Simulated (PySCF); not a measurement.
What does the PBE0-D3(BJ)/def2-SVP structure of `C=[N][GeH2][PH2]` look like in three dimensions?

```
atom  x, y, z in Å
C1    -1.6188    0.8849    1.0039
N2    -1.0556    0.8237   -0.1249
Ge3    0.1366   -0.5578   -0.5082
P4     2.2736    0.3047   -0.7664
H5    -1.4824    0.1513    1.8295
H6    -2.3111    1.7181    1.2307
H7     0.1364   -1.6065    0.6335
H8    -0.3190   -1.1889   -1.8330
H9     1.7924    1.4587   -1.4578
H10    2.2417    0.9521    0.5074
```

Orientation and origin are arbitrary. Atoms count from 1 in this order. P4 (three-coordinate phosphorus) is pyramidal (angles 93.3°, 92.8° and 92.5°, sum 278.6°, 0.88 Å off the plane of its three neighbours). Ge3 (germanium bonded to N, P and 2 H) is tetrahedral (angles from 107.0° to 110.9°).

Bonds between heavy atoms (Å): C1=N2 1.263, N2–Ge3 1.865, Ge3–P4 2.319.

Method: PBE0-D3(BJ)/def2-SVP geometry optimisation, gas phase in PySCF 2.14.0.

Point group: C1 (no symmetry element, even within 0.4 Å). No frequency check. One conformer, not necessarily the lowest (C1–N2–Ge3–P4 -113°, N2–Ge3–P4–H -39° and 54°).

The run took 33 s of wall time on one thread, Arm Neoverse V2 (aarch64), shared host with 96 logical CPUs at a one-minute load of 62, and the process peaked at 0.51 GiB of memory. That covers the optimisation of the geometry.
